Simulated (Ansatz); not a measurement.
Pulling on the B1–H3 bond in aminoborane (SMILES BN) (multiplicity 1 held, fragments rigid). Energies count from the point at 1.193 Å.
Geometry at that point (charge 0, multiplicity 1):
```tsv
atom	x (Å)	y (Å)	z (Å)
B	-0.7760	0.0448	-0.0030
N	0.6093	-0.0352	0.0024
H	-1.4138	-0.9629	-0.0311
H	-1.2939	1.1191	0.0205
H	1.2097	0.7728	0.0253
H	1.1130	-0.9068	-0.0162
```

R- and RO- levels are restricted; in cc, def2 and unpolarised 6-31G sets they are followed outwards from rest. U- levels take the lowest unrestricted solution at each point, which mixes spins at long bonds. Curves can end on different states.

Cores are frozen in the correlated methods.

Run with Ansatz (a program for electronic structure). 

Task: One of these levels gives 88.18 kcal/mol for the energy at R = 3.817 Å. Which one is it?
A) U-MP2/cc-pVDZ
B) R-SCS-MP2/cc-pVDZ
C) R-HF/cc-pVDZ
D) U-HF/cc-pVDZ

Result: D, U-HF/cc-pVDZ. The others give 170.42 (R-HF/cc-pVDZ), 104.48 (U-MP2/cc-pVDZ), 138.01 (R-SCS-MP2/cc-pVDZ)

Doubts at one or more of the structures used: a restricted determinant that unrestricted orbitals would lower (R-HF/cc-pVDZ, R-SCS-MP2/cc-pVDZ); a spin-contaminated determinant (U-HF/cc-pVDZ, U-MP2/cc-pVDZ).
